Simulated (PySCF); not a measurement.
## Stationary points of SiF4

Computed with PySCF, PBE0, basis Si def2-SVP, F def2-SVP (no relativity, density fitting).

Relaxations began from a few typed shapes. The search is not exhaustive: other isomers or separated fragments can lie lower, and high-lying points may rest on an excited occupation.

```csv
spin,group,bonds,angles,imaginary modes (cm⁻¹),ΔE (kJ/mol),ΔE with ZPE (kJ/mol)
singlet,Td,Si–F 1.586 Å (×4),F–Si–F 109.5° (×6),none,0.0,0.0
singlet,D4h,Si–F 1.617 Å (×4),"F–Si–F 90.0° (×4), F–Si–F 180.0° (×2)",210i,239.7,–
```

The lowest minimum found is the singlet Td: Si–F 1.586 Å (×4); F–Si–F 109.5° (×6).

Counting electrons, silicon keeps none of its valence electrons outside its bonds, so the VSEPR class is AX4 and the expected shape is tetrahedral (Td), as computed.
